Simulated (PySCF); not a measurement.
PySCF calculation with PBE0/pcSseg-1 with gauge-including orbitals and geometry: GFN2-xTB; one computed conformer, relativity neglected, isolated molecule, fast rotation and ring inversion assumed for equivalent nuclei.

References, each an isolated molecule treated in the same way: ¹H (σref 31.72) and ¹³C (σref 186.93) against TMS. Shifts are as computed. Against solution values, carbons near 30 ppm lie about +3 ppm off and those near 130 ppm about +5 ppm; carbons on Cl a further +6 ppm. Of 1211 compounds with measured shifts, 218 miss one by over three times the rms of a fit or turn the order of signals round; such compounds aren't used in these exercises. Carbons bonded to Cl come out too deshielded.

Problem. Order these molecules by the shift of their most shielded carbon-bound hydrogen, lowest δ first.
A. Cc1cn([SiH3])nn1
B. N#Cc1ccccc1
C. CC(C)c1nnc(Cl)o1
D. CC#C[C@H](C#N)C(F)=C(F)F
E. CO/C(F)=C(\F)C(=O)Cl

Solution. C (1.48 ppm, hydrogen on a methyl carbon), D (2.12 ppm, hydrogen on a propargylic methyl carbon), A (2.68 ppm, hydrogen on a methyl carbon on an aromatic ring), E (4.19 ppm, hydrogen on a methyl carbon bonded to O), B (7.78 ppm, hydrogen on an aromatic CH).

Problem. Order these molecules by the shift of their most deshielded carbon, lowest δ first.
A. Cc1cn([SiH3])nn1
B. CC(C)c1nnc(Cl)o1
C. N#Cc1ccccc1
D. CO/C(F)=C(\F)C(=O)Cl

Solution. C (140.0 ppm, aromatic CH), A (148.7 ppm, substituted aromatic carbon next to a ring nitrogen), D (169.8 ppm, alkene carbon bearing oxygen), B (181.3 ppm, substituted aromatic carbon next to the ring oxygen).

Problem. How many ¹³C and ¹H signals does each give (equivalence by symmetry and fast rotation, but not about amide C–N or C=N bonds)? `CO/C(F)=C(\F)C(=O)Cl`, `N#Cc1ccccc1`, `CC#C[C@H](C#N)C(F)=C(F)F`, `CC(C)c1nnc(Cl)o1`, `Cc1cn([SiH3])nn1`

Solution. CO/C(F)=C(\F)C(=O)Cl: 4 C, 1 H; N#Cc1ccccc1: 5 C, 3 H; CC#C[C@H](C#N)C(F)=C(F)F: 7 C, 2 H; CC(C)c1nnc(Cl)o1: 4 C, 2 H; Cc1cn([SiH3])nn1: 3 C, 3 H.
